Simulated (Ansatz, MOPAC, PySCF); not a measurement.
System: cis-(1S,2R)-2-fluorocyclopropane-1-carbaldehyde, C$_{4}$H$_{5}$FO, charge 0, multiplicity 1. SMILES: O=C[C@H]1[C@@H](C1)F
Coordinates optimised at B3LYP-D3(BJ)/def2-TZVP (Ansatz, a first-principles code):
```
C
H 1 1.0816
C 1 1.4741 2 115.76
O 3 1.2044 1 124.69 2 0.92
H 3 1.1133 4 120.63 1 -179.86
C 1 1.5080 2 116.08 3 -146.49
F 6 1.3686 1 116.46 2 3.19
H 6 1.0827 7 111.60 1 -142.22
C 6 1.4706 8 120.72 7 146.05
H 9 1.0805 6 117.65 8 -145.32
H 9 1.0822 10 115.61 6 -147.81
```
Charge 0, spin multiplicity 1.

Wanted: enthalpy of formation at 298 K, in kcal/mol. Set-up: spin-orbit terms left out; six Cartesian d functions in 6-31G* and its kin unless marked 5d; dispersion terms only where a functional's name holds one; 6-311+G** with 5d; frozen cores in correlated levels; non-relativistic; UHF or UKS for open shells; LANL2DZ all-electron up to Ne. CBS marks a two-point X^-3 extrapolation of the correlation energy; Hartree-Fock from the larger set. The bracket is a focal-point correction in the basis named. First-principles rows: single points at B3LYP-D3(BJ) geometries (Ansatz), with unscaled harmonic terms from B3LYP/6-31G* (Ansatz) at its own minima, enthalpies of formation by atomisation with measured atoms. Semi-empirical rows: MOPAC heats of formation at their own minima for 298 K.

Coupled cluster (Ansatz) is a level with limits of its own, used here on species with T1 under 0.025 (0.045 for open shells) and stable references: RI-MP2/CBS(cc-pVTZ,cc-pVQZ)+[CCSD(T)-MP2]/cc-pVTZ.

Value to compare with, RI-MP2/CBS(cc-pVTZ,cc-pVQZ)+[CCSD(T)-MP2]/cc-pVTZ (Ansatz): -55.3 kcal/mol.

```json
[
 {"level": "PM3", "program": "MOPAC", "enthalpy of formation at 298 K (kcal/mol)": "-59.4", "difference": "-4.1"},
 {"level": "HF/3-21G", "program": "Ansatz", "enthalpy of formation at 298 K (kcal/mol)": "337.9", "difference": "393.2"},
 {"level": "HF/LANL2DZ", "program": "Ansatz", "enthalpy of formation at 298 K (kcal/mol)": "356.9", "difference": "412.2"},
 {"level": "PBE/STO-3G", "program": "Ansatz", "enthalpy of formation at 298 K (kcal/mol)": "-241.5", "difference": "-186.2"},
 {"level": "PBE/6-31G*", "program": "Ansatz", "enthalpy of formation at 298 K (kcal/mol)": "-103.8", "difference": "-48.5"},
 {"level": "B3LYP/6-31G*", "program": "Ansatz", "enthalpy of formation at 298 K (kcal/mol)": "-51.9", "difference": "3.4"},
 {"level": "B3LYP/def2-SVP", "program": "Ansatz", "enthalpy of formation at 298 K (kcal/mol)": "-63.2", "difference": "-7.9"},
 {"level": "PBE0/6-31G*", "program": "Ansatz", "enthalpy of formation at 298 K (kcal/mol)": "-69.7", "difference": "-14.4"},
 {"level": "M06-2X/6-311+G**", "program": "PySCF", "enthalpy of formation at 298 K (kcal/mol)": "-51.4", "difference": "3.9"},
 {"level": "r2SCAN-D4/def2-TZVPD", "program": "Ansatz + dftd4", "enthalpy of formation at 298 K (kcal/mol)": "-64.1", "difference": "-8.8"},
 {"level": "M06-2X/def2-TZVPD", "program": "PySCF", "enthalpy of formation at 298 K (kcal/mol)": "-60.7", "difference": "-5.4"},
 {"level": "wB97X-V/def2-TZVPD", "program": "Ansatz", "enthalpy of formation at 298 K (kcal/mol)": "-60.3", "difference": "-5.0"}
]
```

Among the 9 habitual levels, HF/LANL2DZ lies farthest from RI-MP2/CBS(cc-pVTZ,cc-pVQZ)+[CCSD(T)-MP2]/cc-pVTZ (Ansatz) (412.2 kcal/mol); 4 of 9 lie above it, and their mean absolute difference is 119.3 kcal/mol, the median 14.4. One case shows no general order.

The levels are drawn from those run, B3LYP/6-31G* more often than the rest, none by its result; left out are runs that failed, that the program found above a lower state of the same kind, or whose <S^2> lies over 0.5 above the pure value.
